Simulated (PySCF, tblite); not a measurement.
Isomers of C7H14N2, one GFN2-xTB conformer each. Single-point energies are computed at PBE0/pcSseg-1 (PySCF, gas phase, no added dispersion term), electronic only.

```json
{"SMILES": "CCN1C[C@@H](C)C(C)=N1", "GFN2-xTB relative energy (kJ/mol)": "0.0"}
{"SMILES": "C=C/C=N/NCC(C)C", "GFN2-xTB relative energy (kJ/mol)": "135.9"}
```

Conformers: `[CH3:1][CH2:2][N:3]1[CH2:4][C@@H:5]([CH3:6])[C:7]([CH3:8])=[N:9]1` with C1–C2–N3–C4 69°, C2–N3–C4–C5 -154°, N3–C4–C5–C6 -107°, C4–C5–C7–C8 176°, C2–N3–N9–C7 153°; `[CH2:1]=[CH:2]/[CH:3]=[N:4]/[NH:5][CH2:6][CH:7]([CH3:8])[CH3:9]` with C1–C2–C3–N4 -179°, C3–N4–N5–C6 -161°, N4–N5–C6–C7 78°, N5–C6–C7–C8 61°.

Question: What does PBE0/pcSseg-1 give for the same structures?

Answer: 
```json
{"SMILES": "CCN1C[C@@H](C)C(C)=N1", "PBE0/pcSseg-1 E (Eh)": "-384.13875", "PBE0/pcSseg-1 (kJ/mol)": "0.0", "GFN2-xTB (kJ/mol)": "0.0", "point group": "C1"}
{"SMILES": "C=C/C=N/NCC(C)C", "PBE0/pcSseg-1 E (Eh)": "-384.10951", "PBE0/pcSseg-1 (kJ/mol)": "76.8", "GFN2-xTB (kJ/mol)": "135.9", "point group": "C1"}
```

Both levels put the same isomer lowest. As drawn, the higher has an N–H bond and a C=C bond outside aromatic rings, which the lower lacks.

Question: Which frontier levels, dipoles and rotational constants go with these structures?

Answer: 
```csv
SMILES,"HOMO (eV, PBE0/pcSseg-1)",LUMO (eV),dipole (D),"A, B, C (MHz)"
CCN1C[C@@H](C)C(C)=N1,-5.40,0.63,1.97,"2814, 1160, 936.2"
C=C/C=N/NCC(C)C,-5.76,-0.59,2.12,"4091, 588.7, 578.5"
```

Question: What happens when harmonic zero-point energies from GFN2-xTB frequencies are added?

Answer: 
```csv
SMILES,ZPE (kJ/mol),electronic (kJ/mol),with ZPE (kJ/mol)
CCN1C[C@@H](C)C(C)=N1,529.7,0.0,0.0
C=C/C=N/NCC(C)C,522.9,76.8,70.0
```

The zero-point energies span 6.8 kJ/mol. The order is unchanged.
